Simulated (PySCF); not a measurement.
Exact simulation of a proton spin system

Molecule: 3-hydroxy-1-fluorobenzene (SMILES Oc1cccc(F)c1).

Molfile (atoms numbered from 1):
```
C6H5FO
     RDKit          3D

 13 13  0  0  0  0  0  0  0  0999 V2000
    2.2418   -1.0881   -0.1535 O   0  0  0  0  0  0  0  0  0  0  0  0
    1.0339   -0.4977   -0.0672 C   0  0  0  0  0  0  0  0  0  0  0  0
    0.8525    0.7798    0.4761 C   0  0  0  0  0  0  0  0  0  0  0  0
   -0.4260    1.3299    0.5325 C   0  0  0  0  0  0  0  0  0  0  0  0
   -1.5333    0.6333    0.0561 C   0  0  0  0  0  0  0  0  0  0  0  0
   -1.3241   -0.6337   -0.4803 C   0  0  0  0  0  0  0  0  0  0  0  0
   -2.3661   -1.3205   -0.9458 F   0  0  0  0  0  0  0  0  0  0  0  0
   -0.0663   -1.2128   -0.5508 C   0  0  0  0  0  0  0  0  0  0  0  0
    2.9106   -0.4957    0.2059 H   0  0  0  0  0  0  0  0  0  0  0  0
    1.7132    1.3395    0.8534 H   0  0  0  0  0  0  0  0  0  0  0  0
   -0.5601    2.3268    0.9584 H   0  0  0  0  0  0  0  0  0  0  0  0
   -2.5416    1.0471    0.0910 H   0  0  0  0  0  0  0  0  0  0  0  0
    0.0656   -2.2080   -0.9759 H   0  0  0  0  0  0  0  0  0  0  0  0
  1  2  1  0
  2  3  2  0
  3  4  1  0
  4  5  2  0
  5  6  1  0
  6  7  1  0
  6  8  2  0
  8  2  1  0
  1  9  1  0
  3 10  1  0
  4 11  1  0
  5 12  1  0
  8 13  1  0
M  END
```

PySCF 2.14.0 with density-fitted response routines calculation with geometry from PBE0-D3(BJ)/def2-SVP, couplings computed with B3LYP/pcJ-1 (spin–dipole term only in couplings to heteroatoms) and PBE0/pcSseg-1 with gauge-including orbitals; in vacuum, single conformer, relativity neglected.

Chemical shifts δ = σref − σ; $^{1}$H (σref 31.27) against TMS, all at this level.

Shifts (ppm): F7 -107.9, H10 6.26, H11 7.21, H12 6.66, H13 6.69.
Couplings (Hz): F7–H10: -0.7; F7–H11: 5.9; F7–H12: 8.4; F7–H13: 11.0; H10–H11: 8.9; H10–H12: 0.5; H10–H13: 2.3; H11–H12: 9.3; H11–H13: 0.3; H12–H13: 2.3.

The 5-spin Hamiltonian (Zeeman plus full scalar coupling among like nuclei) was diagonalised exactly; lines are Lorentzian, 0.4 Hz wide, and the maxima above 3 % are listed with the tallest set to 100.

Question: Give the $^{1}$H peak list of this spin system at 60 MHz.

Answer: 
δ in ppm (height): 7.444 (5), 7.428 (14), 7.408 (10), 7.331 (18), 7.290 (27), 7.284 (25), 7.268 (26), 7.252 (12), 7.246 (10), 7.221 (6), 7.187 (28), 7.169 (33), 7.166 (32), 7.123 (37), 7.116 (28), 7.100 (8), 7.023 (49), 6.820 (26), 6.803 (94), 6.783 (100), 6.774 (64), 6.744 (29), 6.689 (12), 6.675 (21), 6.664 (28), 6.652 (62), 6.638 (75), 6.614 (17), 6.598 (73), 6.562 (38), 6.524 (26), 6.512 (25), 6.487 (13), 6.474 (9), 6.356 (35), 6.344 (47), 6.324 (36), 6.318 (44), 6.306 (27), 6.296 (25), 6.279 (4), 6.211 (24), 6.199 (39), 6.188 (25), 6.173 (21), 6.162 (36), 6.151 (21)

Question: And at 700 MHz?

Answer: 
δ in ppm (height): 7.228 (49), 7.227 (49), 7.219 (49), 7.219 (49), 7.214 (94), 7.206 (96), 7.202 (52), 7.201 (52), 7.193 (51), 7.193 (51), 6.701 (45), 6.701 (47), 6.698 (100), 6.698 (100), 6.695 (57), 6.695 (55), 6.686 (44), 6.685 (45), 6.682 (100), 6.682 (100), 6.679 (60), 6.679 (58), 6.674 (52), 6.674 (52), 6.671 (41), 6.671 (40), 6.662 (55), 6.662 (65), 6.661 (61), 6.661 (53), 6.659 (44), 6.658 (50), 6.658 (50), 6.657 (43), 6.649 (47), 6.648 (48), 6.646 (40), 6.645 (39), 6.269 (50), 6.268 (72), 6.267 (51), 6.266 (51), 6.265 (73), 6.264 (48), 6.256 (49), 6.255 (71), 6.254 (50), 6.253 (49), 6.252 (71), 6.251 (47)

Question: Among coupled protons with different shifts, which pair is furthest from first order, and how does the field change that?

Answer: H12 and H13: Δν/J is about 0.8 at 60 MHz (strongly coupled) and 9.1 at 700 MHz (intermediate, with clear roofing). J in Hz doesn't depend on the field, while Δν in Hz grows in proportion to it.

OH and NH positions are those of a molecule without intermolecular hydrogen bonds; in solution they move with solvent, concentration and temperature, and exchange usually removes their couplings. Unscaled 3J(H,H) at this level run about 9 % above measured values.
